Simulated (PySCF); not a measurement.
## Static response to an electric field

Compound: C₅H₆F₂O₂.
Atom-mapped SMILES: `[CH3:1][O:2][C@:3]1([F:4])[CH2:5][O:6][CH:7]=[C:8]1[F:9]` (hydrogens: H10, H11, H12 on C1; H13, H14 on C5; H15 on C7)

Structure used (GFN2-xTB), in Å, numbered top down from 1:
```
atom  x, y, z in Å
C1    -2.1052    0.3179    0.7085
O2    -0.9481   -0.5116    0.7786
C3    -0.0642   -0.3926   -0.2616
F4    -0.7060   -0.8014   -1.4402
C5     1.1706   -1.2798   -0.0119
O6     2.3259   -0.4536   -0.0961
C7     1.9272    0.8073   -0.3659
C8     0.6088    0.9445   -0.4786
F9    -0.0570    2.0786   -0.7416
H10   -2.6276    0.1748   -0.2394
H11   -2.7381   -0.0021    1.5320
H12   -1.8443    1.3716    0.8300
H13    1.1124   -1.7213    0.9856
H14    1.2375   -2.0683   -0.7650
H15    2.7039    1.5440   -0.4564
```

Level: CAM-B3LYP/def2-SVPD (PySCF), static field, nuclei fixed, core orbitals frozen in the response. The polarisability tensor in these axes (au):

```
x   78.35 -2.00 -2.39
y   -2.00 64.37 -1.41
z   -2.39 -1.41 54.15
```

Question: Give the principal values, the mean and the anisotropy Δα = √{½[(α1 − α2)² + (α2 − α3)² + (α1 − α3)²]}.

Answer: Principal values 53.67, 64.37 and 78.82 au; mean 65.62 au = 9.72 Å³ = 10.82 × 10⁻⁴⁰ C²·m²/J; Δα = 21.86 au (33 % of the mean).

Question: What is the dipole moment, and where does it point?

Answer: (0.15, 0.20, 1.02) D, 1.05 D in size, pointing from the negative to the positive side. Measured along this direction, the outermost atoms are F4 at the negative end and H11 at the positive end.

Question: Directions of the eigenvectors, and the extent of the frame along each?

Answer: Largest value along (0.99, -0.13, -0.09), where the nuclei span 5.35 Å; middle along (0.11, 0.98, -0.16), 3.92 Å; least along (0.11, 0.15, 0.98), 2.82 Å. The response follows the extents in order.

Question: How large is μ²/3kT at 298 K beside α?

Answer: In Gaussian units μ²/3kT = 8.92 Å³ against 9.72 Å³, a ratio of 0.92; the Debye molar polarisation (4π/3)N_A(α + μ²/3kT) is 47.0 cm³/mol, leaving out the vibrational part.

Question: Rayleigh depolarisation ratio (linearly polarised light, static tensor)?

Answer: ρ = 3Δα²/(45ᾱ² + 4Δα²) = 1433.8/(193790 + 1911.8) = 0.00733.

Question: Refractivity n − 1 of an ideal gas of it at 273.15 K and 1 atm, from the electronic α?

Answer: N = p/kT = 2.6868 × 10¹⁹ cm⁻³, so n − 1 = 2π × N × 9.72 × 10⁻²⁴ cm³ = 1642 × 10⁻⁶ at long wavelengths.

Question: Traceless (Buckingham) quadrupole moment about the centre of nuclear charge: eigenvalues?

Answer: -5.99, 0.15, 5.83 D·Å. The values depend on the origin, since the dipole doesn't vanish. The electronic extent ⟨r²⟩ about the same centre is 1030 bohr², a root-mean-square distance of 2.03 Å for the 70 electrons.

The structure is a single GFN2-xTB conformer in the gas phase; no vibrational or solvent corrections.
